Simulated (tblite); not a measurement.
Isomers of C7H9NSSi. Calculated harmonic vibrations of the isolated species, GFN2-xTB (tblite), most abundant isotopes, no scaling. This tight-binding method is rough: wavenumbers can miss measured ones by several per cent, in bad cases by 10 to 20. Modes of hydrogen on silicon can be 10 to 20 % off. One conformer each.

Electronic energies: GFN2-xTB at the same geometries; isomer energies are rough at this level and their order can be wrong.

| SMILES | electronic energy, lowest = 0 (kcal/mol) |
| --- | --- |
| C#CCS[C@@H]1CC[Si@H]1C#N | 45.6 |
| C#C[SiH2]/C(=C/SC)CC#N | 37.8 |
| C#CC[Si@@H]1C[C@@H](C#N)CS1 | 0.0 |

Question: How do GFN2-xTB zero-point energies change the relative energies?

Answer: 
| SMILES | ZPE (kcal/mol) | of it from modes above 1550 cm⁻¹ | electronic (kcal/mol) | with ZPE, lowest = 0 (kcal/mol) | lowest mode (cm⁻¹) | rings |
| --- | --- | --- | --- | --- | --- | --- |
| C#CC[Si@@H]1C[C@@H](C#N)CS1 | 86.2 | 44.6 | 0.0 | 0.0 | 34 | 1 |
| C#C[SiH2]/C(=C/SC)CC#N | 82.0 | 45.9 | 37.8 | 33.5 | 23 | 0 |
| C#CCS[C@@H]1CC[Si@H]1C#N | 84.8 | 44.6 | 45.6 | 44.3 | 25 | 1 |

The zero-point energies span 4.2 kcal/mol, from `C#C[SiH2]/C(=C/SC)CC#N` to `C#CC[Si@@H]1C[C@@H](C#N)CS1`. The order is unchanged.
